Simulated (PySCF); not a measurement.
# Orbital picture of SiSe⁺

PBE0 at R = 2.210 Å; basis Si def2-TZVPPD, Se def2-TZVPPD; no relativity; PySCF 2.14. State: ²Π (doublet), unpaired electrons π ↑. Only the outer orbitals are listed, counted within each symmetry.

```tsv
spin	orbital	occ.	ε (eV)	on Si (%)	main shells (%)
α	10σ	1	-26.61	9	88 Se s
α	11σ	1	-19.36	67	67 Si s, 19 Se p, 13 Se s
α	5π	1	-15.50	14	85 Se p, 11 Si p
α	12σ	1	-14.54	57	42 Se p, 33 Si p, 23 Si s
α	5π	1	-14.48	18	80 Se p, 15 Si p
α	6π	0	-9.39	86	86 Si p, 12 Se p
α	6π	0	-8.99	82	82 Si p, 16 Se p
α	13σ	0	-5.65	68	51 Si p, 20 Se p, 14 Si d
β	10σ	1	-25.52	14	83 Se s, 10 Si s
β	11σ	1	-19.05	67	67 Si s, 17 Se p, 15 Se s
β	12σ	1	-14.36	56	42 Se p, 36 Si p, 19 Si s
β	5π	1	-14.13	23	76 Se p, 19 Si p
β	5π	0	-11.77	31	68 Se p, 28 Si p
β	6π	0	-8.96	79	78 Si p, 20 Se p
β	6π	0	-8.60	71	70 Si p, 28 Se p
```

**Question.** Which are the highest filled and the lowest empty level, where do they sit, and how wide is the gap?

**Answer.** Highest filled β 5π at -14.13 eV (in %: 76 Se p, 19 Si p); lowest empty β 5π at -11.77 eV (in %: 68 Se p, 28 Si p); the gap at PBE0 is 2.36 eV. Both belong to one degenerate shell, split only by its one-sided filling, so this is no excitation gap.

| Item | Value |
| --- | --- |
| bond order (Mayer) | 1.63 |
| ⟨S²⟩ | 0.756 |
| charge on Si (Mulliken, basis-dependent) | 0.74 |
| charge on Si (Löwdin, basis-dependent) | 0.58 |
| dipole moment (positive dipole points towards Se; it is taken about the centre of mass and depends on that origin) | -4.05 D |
| polarisability along the bond | 64.4 bohr³ |
| polarisability across the bond | 37.2 bohr³ |

Spin–orbit coupling is left out. The state is the lowest determinant that a PBE0 search found; another state may lie lower at other levels.
